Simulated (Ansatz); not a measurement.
`N[Si](O)([SiH3])Cl` + `[OH][GaH][Br]` → `[SiH3][O][GaH][Br]` + `N[SiH](O)Cl`  (cleavage of the Si–Si bond)

Calculated with Ansatz (gas phase, PBE0-D4/def2-TZVP geometries, no zero-point term in ΔE). CCSD(T)/CBS is the MP2 limit (def2-TZVPP, def2-QZVPP) plus CCSD(T) − MP2 in def2-TZVPP, frozen cores. Functionals use def2-TZVPP. B3LYP here is the variant with VWN-RPA as its local correlation; programs differ in this. HSE06 is defined as in plane-wave codes. For Br, Ga outer-core shells are correlated without core-valence functions, which leaves a few kJ/mol of doubt a bond. Scalar relativity is left out up to krypton. One conformer a species, not always the lowest.

```json
{"level": "PBE-D4", "ΔE (kJ/mol)": "-77.6", "difference from CCSD(T)/CBS": "31.5"}
{"level": "revPBE-D4", "ΔE (kJ/mol)": "-77.2", "difference from CCSD(T)/CBS": "31.9"}
{"level": "BLYP-D4", "ΔE (kJ/mol)": "-96.3", "difference from CCSD(T)/CBS": "12.8"}
{"level": "r2SCAN-D4", "ΔE (kJ/mol)": "-99.9", "difference from CCSD(T)/CBS": "9.2"}
{"level": "PBE0-D4", "ΔE (kJ/mol)": "-89.3", "difference from CCSD(T)/CBS": "19.8"}
{"level": "B3LYP-D4", "ΔE (kJ/mol)": "-104.9", "difference from CCSD(T)/CBS": "4.2"}
{"level": "r2SCANh-D4", "ΔE (kJ/mol)": "-102.2", "difference from CCSD(T)/CBS": "6.9"}
{"level": "r2SCAN0-D4", "ΔE (kJ/mol)": "-105.6", "difference from CCSD(T)/CBS": "3.5"}
{"level": "HSE06-D4", "ΔE (kJ/mol)": "-89.3", "difference from CCSD(T)/CBS": "19.8"}
{"level": "BHLYP-D4", "ΔE (kJ/mol)": "-119.7", "difference from CCSD(T)/CBS": "-10.6"}
{"level": "CAM-B3LYP-D4", "ΔE (kJ/mol)": "-112.5", "difference from CCSD(T)/CBS": "-3.4"}
{"level": "ωB97X-V", "ΔE (kJ/mol)": "-104.7", "difference from CCSD(T)/CBS": "4.4"}
{"level": "B2PLYP", "ΔE (kJ/mol)": "-112.8", "difference from CCSD(T)/CBS": "-3.7"}
{"level": "PBE-QIDH", "ΔE (kJ/mol)": "-106.2", "difference from CCSD(T)/CBS": "2.9"}
{"level": "PBE", "ΔE (kJ/mol)": "-79.1", "difference from CCSD(T)/CBS": "30.0"}
{"level": "revPBE", "ΔE (kJ/mol)": "-78.3", "difference from CCSD(T)/CBS": "30.8"}
{"level": "BLYP", "ΔE (kJ/mol)": "-98.9", "difference from CCSD(T)/CBS": "10.2"}
{"level": "r2SCAN", "ΔE (kJ/mol)": "-100.4", "difference from CCSD(T)/CBS": "8.7"}
{"level": "PBE0", "ΔE (kJ/mol)": "-90.7", "difference from CCSD(T)/CBS": "18.4"}
{"level": "B3LYP", "ΔE (kJ/mol)": "-107.2", "difference from CCSD(T)/CBS": "1.9"}
{"level": "r2SCANh", "ΔE (kJ/mol)": "-102.8", "difference from CCSD(T)/CBS": "6.3"}
{"level": "r2SCAN0", "ΔE (kJ/mol)": "-106.2", "difference from CCSD(T)/CBS": "2.9"}
{"level": "HSE06", "ΔE (kJ/mol)": "-90.6", "difference from CCSD(T)/CBS": "18.5"}
{"level": "CAM-B3LYP", "ΔE (kJ/mol)": "-114.0", "difference from CCSD(T)/CBS": "-4.9"}
{"level": "LC-ωPBE", "ΔE (kJ/mol)": "-99.1", "difference from CCSD(T)/CBS": "10.0"}
{"level": "RPA@PBE/def2-TZVPP", "ΔE (kJ/mol)": "-112.1", "difference from CCSD(T)/CBS": "-3.0"}
{"level": "HF/def2-SVP", "ΔE (kJ/mol)": "-131.9", "difference from CCSD(T)/CBS": "-22.8"}
{"level": "MP2/def2-SVP", "ΔE (kJ/mol)": "-114.1", "difference from CCSD(T)/CBS": "-5.0"}
{"level": "CCSD(T)/def2-SVP", "ΔE (kJ/mol)": "-107.9", "difference from CCSD(T)/CBS": "1.2"}
{"level": "HF/def2-TZVPP", "ΔE (kJ/mol)": "-139.7", "difference from CCSD(T)/CBS": "-30.6"}
{"level": "MP2/def2-TZVPP", "ΔE (kJ/mol)": "-117.7", "difference from CCSD(T)/CBS": "-8.6"}
{"level": "SCS-MP2/def2-TZVPP", "ΔE (kJ/mol)": "-122.8", "difference from CCSD(T)/CBS": "-13.7"}
{"level": "CCSD/def2-TZVPP", "ΔE (kJ/mol)": "-115.1", "difference from CCSD(T)/CBS": "-6.0"}
{"level": "CCSD(T)/def2-TZVPP", "ΔE (kJ/mol)": "-110.8", "difference from CCSD(T)/CBS": "-1.7"}
{"level": "HF/def2-QZVPP", "ΔE (kJ/mol)": "-141.9", "difference from CCSD(T)/CBS": "-32.8"}
{"level": "MP2/def2-QZVPP", "ΔE (kJ/mol)": "-117.5", "difference from CCSD(T)/CBS": "-8.4"}
{"level": "SCS-MP2/def2-QZVPP", "ΔE (kJ/mol)": "-122.4", "difference from CCSD(T)/CBS": "-13.3"}
{"level": "HF/CBS(def2)", "ΔE (kJ/mol)": "-142.1", "difference from CCSD(T)/CBS": "-33.0"}
{"level": "MP2/CBS(def2)", "ΔE (kJ/mol)": "-116.0", "difference from CCSD(T)/CBS": "-6.9"}
{"level": "CCSD/CBS(def2)", "ΔE (kJ/mol)": "-113.5", "difference from CCSD(T)/CBS": "-4.4"}
{"level": "CCSD(T)/CBS", "ΔE (kJ/mol)": "-109.1", "difference from CCSD(T)/CBS": "0"}
```

Largest T1 diagnostic among the species: 0.012.

From r2SCAN to r2SCAN0 (25 % exact exchange), in def2-TZVPP and without D4, ΔE moves by −5.8 kJ/mol. Leaving LDA and LC-ωPBE aside and taking each functional with its dispersion term where it has one, the values spread over 42.5 kJ/mol, from BHLYP-D4 to revPBE-D4. In def2-TZVPP, CCSD(T) changes the Hartree–Fock value by +28.9 kJ/mol (the triples alone add +4.4 kJ/mol) and MP2 by +22.1 kJ/mol.

CCSD(T)/CBS has its own doubt, a few kJ/mol and more with outer-core shells, so smaller differences from it don't rank the levels.
